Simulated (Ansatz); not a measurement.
Breaking the Mg1–O2 bond in MgO (multiplicity 1 held). Energies count from the point at 1.739 Å.


R- and RO- levels are restricted; in cc, def2 and unpolarised 6-31G sets they are followed outwards from rest. Unrestricted levels (U-) break spin symmetry where that is lower. Curves can end on different states.

Cores are frozen in the correlated methods.

Programs: Ansatz (Gaussian orbitals). 

Task: One of these levels gives 134.4 kJ/mol for the energy at R = 6.958 Å. Which one is it?
A) R-HF/6-31G
B) U-MP2/6-31G
C) R-MP2/6-31G
D) U-HF/6-31G

Result: A, R-HF/6-31G. The others give 164.6 (U-HF/6-31G), 447.9 (R-MP2/6-31G), 224.0 (U-MP2/6-31G)

Doubts at one or more of the structures used: a restricted determinant that unrestricted orbitals would lower (R-HF/6-31G, R-MP2/6-31G); a spin-contaminated determinant (U-HF/6-31G, U-MP2/6-31G).

Ansatz is a first-principles code.
